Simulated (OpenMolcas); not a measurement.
# Ionisation energies of lead

```
Program             : OpenMolcas 26.06
Basis               : ANO-RCC-VDZP [7s6p4d2f1g]
Scalar Hamiltonian  : DKH2, point nucleus
Spin-orbit coupling : state interaction with AMFI integrals over the reference wave functions, term energies averaged over their components
```

Active shells in each charge state: the valence s, p shells, with orbitals averaged over the low states. Where CASPT2's correlated closed shells are named, they are those of the first ion.

A. CASSCF
B. SS-CASPT2, IPEA 0.25 Eh, imaginary shift 0.1 Eh (closed shells correlated: 5d)
C. SS-CASPT2, IPEA 0 Eh, imaginary shift 0.1 Eh (closed shells correlated: 5d)
D. SS-CASPT2, IPEA 0.25 Eh, imaginary shift 0.1 Eh (closed shells correlated: none)
E. SS-CASPT2, IPEA 0.25 Eh, imaginary shift 0.1 Eh (closed shells correlated: 4f 5s 5p 5d)

Energies in eV between the lowest computed levels, named as in B; reference values from the NIST Atomic Spectra Database with their kind.

```json
{"From": "Pb 6s2 6p2 3P0", "To": "Pb+ 6s2 6p 2P* 1/2", "A": "6.596", "B": "7.094", "C": "7.139", "D": "6.849", "E": "7.125", "Spin-orbit share in B": "+0.083", "Reference": "7.417 (measured)"}
{"From": "Pb+ 6s2 6p 2P* 1/2", "To": "Pb2+ 6s2 1S0", "A": "13.964", "B": "14.776", "C": "14.833", "D": "14.357", "E": "14.840", "Spin-orbit share in B": "+1.130", "Reference": "15.032 (measured)"}
{"From": "Pb2+ 6s2 1S0", "To": "Pb3+ 6s 2S 1/2", "A": "30.464", "B": "31.477", "C": "31.481", "D": "30.504", "E": "31.606", "Spin-orbit share in B": "+0.000", "Reference": "31.937 (measured)"}
{"From": "Pb3+ 6s 2S 1/2", "To": "Pb4+ 5d10 1S0", "A": "40.419", "B": "41.805", "C": "41.865", "D": "40.419", "E": "41.997", "Spin-orbit share in B": "+0.000", "Reference": "42.333 (measured)"}
```

Steps that some method lacks are left out, and so are those with a state whose active s or d shell is doubly occupied in every root (s and p with five to eight electrons, d10) over a frozen core shell of the same l, since the two then mix freely.

Error against the reference values, in %:

| From | Reference | A | B | C | D | E |
| --- | --- | --- | --- | --- | --- | --- |
| Pb | measured | -11.1 | -4.4 | -3.7 | -7.7 | -3.9 |
| Pb+ | measured | -7.1 | -1.7 | -1.3 | -4.5 | -1.3 |
| Pb2+ | measured | -4.6 | -1.4 | -1.4 | -4.5 | -1.0 |
| Pb3+ | measured | -4.5 | -1.2 | -1.1 | -4.5 | -0.8 |

Mean absolute error over the 4 measured values: A 1.32 eV, B 0.39 eV, C 0.35 eV, D 1.15 eV, E 0.29 eV. E lies closest.

* marks odd parity.
